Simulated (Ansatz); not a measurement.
Species: CH₇AlN₂O (charge 0, singlet). 
Geometry from a B3LYP-D3(BJ)/def2-TZVP (Ansatz, a first-principles code) optimisation:
```
Al
O 1 1.6907
C 2 1.4016 1 135.85
H 3 1.0946 2 110.14 1 -124.27
H 3 1.0948 4 107.94 2 120.51
H 3 1.0973 4 107.74 5 116.16
N 1 1.7662 2 117.32 3 179.41
H 7 1.0064 1 125.73 2 179.55
H 7 1.0070 8 110.50 1 179.88
N 1 1.7712 2 120.96 3 -0.57
H 10 1.0070 1 124.75 2 -0.81
H 10 1.0071 11 110.00 1 179.87
```

Basis-set convergence of Hartree-Fock and CCSD(T) correlation energies (hartree) with Ansatz. Cores are frozen in the correlated levels unless marked. No spin-orbit coupling. Non-relativistic.

```
basis            functions       E(HF)  E(corr, CCSD(T))
---------------  ---------  ----------  ----------------
aug-cc-pV(D+d)Z        187  -467.78846          -0.84594
aug-cc-pV(T+d)Z        400  -467.86166          -1.00777
aug-cc-pV(Q+d)Z        731  -467.87834          -1.05737
```

Extrapolating the two largest sets (X = 3 and 4) as X^-3: E(corr) = (64·(-1.05737) - 27·(-1.00777))/37 = -1.0936 Eh, an estimate of the basis-set limit. The largest set recovers 96.7 % of it, the smallest 77.4 %.
